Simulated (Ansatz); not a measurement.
Stepwise reaction of `[Br][Ge][Br]` with water, as a gas-phase model of exchange steps in deposition or etching. ΔE in kJ/mol; ΔG adds harmonic PBE0-D4 terms to CCSD(T)/CBS, at 1 bar.

Computed with Ansatz on PBE0-D4/def2-TZVP structures; ΔE is electronic, products minus reactants. CBS: MP2 limit from def2 TZ/QZ plus the TZ coupled-cluster correction, frozen cores. This one scheme is used for every species. Functionals use def2-TZVPP. B3LYP here is the variant with VWN-RPA as its local correlation; programs differ in this. For Br, Ge outer-core shells are correlated without core-valence functions, which leaves a few kJ/mol of doubt a bond. Scalar relativity is left out up to krypton. Each species was taken in one conformer, which may not be the lowest.

```json
{"step": "2", "reaction": "`[OH][Ge][Br]` + H₂O → `[OH][Ge][OH]` + HBr", "PBE-D4": "60.7", "B3LYP-D4": "58.2", "ωB97M-V": "53.8", "CCSD(T)/CBS": "56.8", "ΔG(600 K)": "54.1"}
```

(1) Give the row of step 1, `[Br][Ge][Br]` + H₂O → `[OH][Ge][Br]` + HBr. (An estimate is asked.)

(2) By hand: ΔE of the 2 steps together at CCSD(T)/CBS.

## Answers

(1) The calculation gave: 
```tsv
step	reaction	PBE-D4	B3LYP-D4	ωB97M-V	CCSD(T)/CBS	ΔG(600 K)
1	`[Br][Ge][Br]` + H₂O → `[OH][Ge][Br]` + HBr	39.5	37.9	30.6	36.7	30.6
```

(2) (36.7) + (56.8) = 93.5 kJ/mol, or 46.8 kJ/mol a step.

In ΔE each step is higher than the one before. All are uphill at CCSD(T)/CBS. ΔG lies between 30.6 and 54.1 kJ/mol a step. PBE-D4 differs from CCSD(T)/CBS by 2.8 to 3.9 kJ/mol a step. Isolated molecules leave out the surface, adducts and barriers. Largest T1 diagnostic: 0.015.
